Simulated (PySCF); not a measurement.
Optical rotation: `C=C1[C@@H](C)C=C[Si@H]1O`, C$_{6}$H$_{10}$OSi

Geometry:
| atom | x (Å) | y (Å) | z (Å) |
| --- | --- | --- | --- |
| C1 | -0.717 | 2.024 | -0.231 |
| C2 | -0.031 | 0.913 | -0.012 |
| C3 | -0.532 | -0.186 | 0.903 |
| C4 | -1.833 | -0.805 | 0.378 |
| C5 | 0.527 | -1.247 | 1.005 |
| C6 | 1.637 | -1.132 | 0.285 |
| Si7 | 1.674 | 0.466 | -0.704 |
| O8 | 1.801 | 0.350 | -2.327 |
| H9 | -1.676 | 2.223 | 0.226 |
| H10 | -0.342 | 2.793 | -0.886 |
| H11 | -0.729 | 0.227 | 1.901 |
| H12 | -2.161 | -1.613 | 1.028 |
| H13 | -1.676 | -1.207 | -0.622 |
| H14 | -2.622 | -0.058 | 0.329 |
| H15 | 0.317 | -2.087 | 1.655 |
| H16 | 2.410 | -1.884 | 0.325 |
| H17 | 2.755 | 1.399 | -0.424 |
| H18 | 1.189 | -0.169 | -2.843 |

Theory: TDDFT PBE0/def2-SVPD circular dichroism and optical rotation, one conformer, gas phase (PySCF 2.14.0). Geometry: GFN2-xTB.

Stereocentres: C3 S, Si7 R.

Q: What is the specific rotation at 633, 589.3, 546, 436, 405, 365, 355 nm?

A: [α] in deg dm⁻¹ (g/mL)⁻¹:
| λ (nm) | origin-invariant length gauge | modified velocity gauge | length gauge (centre of mass) | isotropic polarisability (au) |
| --- | --- | --- | --- | --- |
| 633 | +95.6 | +106.5 | +94.9 | 98.9 |
| 589.3 | +112.1 | +124.9 | +111.2 | 99.3 |
| 546 | +133.2 | +148.5 | +132.1 | 99.9 |
| 436 | +225.5 | +253.0 | +223.5 | 102.3 |
| 405 | +270.0 | +303.9 | +267.4 | 103.5 |
| 365 | +349.8 | +396.5 | +346.1 | 105.6 |
| 355 | +375.0 | +426.2 | +371.0 | 106.2 |

Q: And for the mirror image at 589.3 nm?

A: -112.1 deg dm⁻¹ (g/mL)⁻¹ (origin-invariant length gauge): the same size and the opposite sign.

Q: What is the molar rotation [Φ] = [α]·M/100 of the geometry above at 589.3 nm?

A: With M = 126.23 g/mol, +141.5 deg cm² dmol⁻¹ (origin-invariant length gauge).

The first excitation lies at 5.49 eV (226 nm) with R = -8.0 × 10⁻⁴⁰ esu² cm² (velocity form).
